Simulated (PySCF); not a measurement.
**Telling isomers of C8H7ClO apart by NMR**

Theoretical values (PySCF 2.14.0 with density-fitted response routines): shieldings: GIAO PBE0/pcSseg-1, GFN2-xTB structure. Isolated molecule, a single conformation, one averaged value for each set of equivalent atoms, relativity neglected.

δ = σ(ref) − σ, references computed at the same level: 1H (σ = 31.72 ppm) and 13C (σ = 186.93 ppm) vs TMS. Where no couplings were computed, multiplicities follow the n + 1 count of equivalent neighbours, and m marks all less simple cases (inequivalent or close neighbours, rings, F or P nearby). Shifts are as computed. Against solution values, carbons near 30 ppm lie about +3 ppm off and those near 130 ppm about +5 ppm; carbons on Cl a further +6 ppm. Of 1211 compounds with measured shifts, 218 miss one by over three times the rms of a fit or turn the order of signals round; such compounds aren't used in these exercises. Carbons bonded to Cl come out too deshielded.

(1) Tabulate the signals of `Cc1ccccc1C(=O)Cl`, `Cc1cccc(C(=O)Cl)c1`, `Clc1cccc2c1CCO2`, `CC(=O)c1ccc(Cl)cc1`, `Cc1ccc(C(=O)Cl)cc1` and their relative energies.

(2) What is the quickest way to tell CC(=O)c1ccc(Cl)cc1 from Cc1ccc(C(=O)Cl)cc1?

(3) What is the quickest way to tell Cc1ccccc1C(=O)Cl from CC(=O)c1ccc(Cl)cc1?

(4) What is the quickest way to tell Cc1cccc(C(=O)Cl)c1 from CC(=O)c1ccc(Cl)cc1?

Answers

(1) 
| SMILES | carbon types | δC | δH | E rel. (kcal/mol) |
| --- | --- | --- | --- | --- |
| Cc1ccccc1C(=O)Cl | 3×C 4×CH 1×CH3 | 176.6, 152.4, 143.7, 141.3, 136.7, 133.6, 131.6, 27.2 | 8.89 (d, 1H), 7.82 (m, 1H), 7.66 (m, 1H), 7.60 (d, 1H), 2.82 (s, 3H) | 2.6 |
| Cc1cccc(C(=O)Cl)c1 | 3×C 4×CH 1×CH3 | 177.0, 144.6, 142.3, 138.3, 138.3, 136.3, 134.4, 23.6 | 8.54 (d, 1H), 8.35 (s, 1H), 7.77 (m, 1H), 7.73 (m, 1H), 2.58 (s, 3H) | 0.6 |
| Clc1cccc2c1CCO2 | 3×C 3×CH 2×CH2 | 169.0, 142.2, 134.5, 130.6, 125.3, 112.2, 73.1, 33.2 | 7.32 (m, 1H), 6.99 (d, 1H), 6.80 (d, 1H), 4.84 (m, 2H), 3.37 (m, 2H) | 12.2 |
| CC(=O)c1ccc(Cl)cc1 | 3×C 4×CH 1×CH3 | 199.0, 151.9, 138.1, 136.2, 134.7, 28.5 | 8.31 (d, 2H), 7.68 (d, 2H), 2.62 (s, 3H) | 7.5 |
| Cc1ccc(C(=O)Cl)cc1 | 3×C 4×CH 1×CH3 | 176.2, 153.7, 140.0, 134.5, 133.5, 24.5 | 8.54 (d, 2H), 7.61 (d, 2H), 2.59 (s, 3H) | 0.0 |

Energies are electronic energies at PBE0/pcSseg-1 on these geometries, without zero-point or thermal terms, each for the one conformer computed, which needn't be the lowest.

(2) Both give the same number of carbon signals, with the same numbers of each carbon type, so the positions decide. The first has a ketone carbonyl carbon (C) at 199.0 ppm, the second a carbonyl carbon (C) at 176.2 ppm.

(3) Count the carbon signals: 8 against 6. The first has a carbonyl carbon (C) at 176.6 ppm, the second a ketone carbonyl carbon (C) at 199.0 ppm. In the proton spectra the most deshielded non-exchanging signals are 8.89 (d, 1H) and 8.31 (d, 2H).

(4) Count the carbon signals: 8 against 6. The first has a carbonyl carbon (C) at 177.0 ppm, the second a ketone carbonyl carbon (C) at 199.0 ppm.
